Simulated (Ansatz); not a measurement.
Relaxation of BF$_{3}$H$_{2}$ (6 atoms, charge 0, multiplicity 1), to a largest force component of 0.03 eV/Å in at most 50 steps.

All numbers below come from RKS PBE0/def2-SVPD (Ansatz).

```xyz
6
Properties=species:S:1:pos:R:3
B -0.361 -0.003 -0.746
F 0.718 -0.360 1.714
F 0.332 -0.852 -1.471
F -1.633 -0.253 -0.524
H 0.812 0.478 1.376
H 0.132 0.989 -0.349
```

Task: Where does it end, and by what steps?

Result: The run converged. The force dipped under the threshold on the way, but the program's further checks kept it going. After 12 steps the energy has fallen by 0.096 eV; H5 moved furthest, 0.63 Å.

```csv
step,energy less start (eV),largest force component (eV/Å),accepted
0,0.0000,0.845,yes
1,-0.0259,1.284,yes
2,0.3279,2.579,no
3,0.0203,1.164,no
4,-0.0510,0.479,yes
5,-0.0631,0.602,yes
6,-0.0791,0.176,yes
7,-0.0797,0.371,yes
8,-0.0820,0.528,yes
9,-0.0898,0.543,yes
10,-0.0958,0.023,yes
11,-0.0951,0.139,no
12,-0.0960,0.022,yes
```

```xyz
6
Properties=species:S:1:pos:R:3
B -0.396 0.032 -0.839
F 0.622 -0.341 1.505
F 0.355 -0.903 -1.388
F -1.607 -0.305 -0.440
H 1.048 0.347 1.948
H -0.023 1.170 -0.786
```

Whether the end is a true minimum wasn't checked by a vibrational analysis.

The run took 18 s on 2 threads of Arm Neoverse V1 (shared host), peak memory 0.17 GiB.
